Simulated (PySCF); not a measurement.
Zr(H)3(SH) (H4SZr), SMILES [SH][ZrH3], multiplicity 1. Geometry: PBE0-D3(BJ)/def2-TZVP. The multiplicity is an assumed one; other spin states were not compared. The def2 effective core potentials stand for the cores of Zr; spin–orbit coupling is left out.

Computed equilibrium geometry at PBE0-D3(BJ)/def2-TZVP (PySCF confirms it by a frequency run) as bond lengths and angles, and its point group:
point group Cs.
Atoms: Zr1 H2 H3 H4 S5 H6. Bonded distances (Å): Zr1–H2 1.849, Zr1–H3 1.845, Zr1–H4 1.845, Zr1–S5 2.399, S5–H6 1.356. Angles (°): H2–Zr1–H3 111.9, H2–Zr1–H4 111.9, H2–Zr1–S5 107.0, H3–Zr1–H4 109.9, H3–Zr1–S5 108.0, H4–Zr1–S5 108.0, Zr1–S5–H6 83.5.
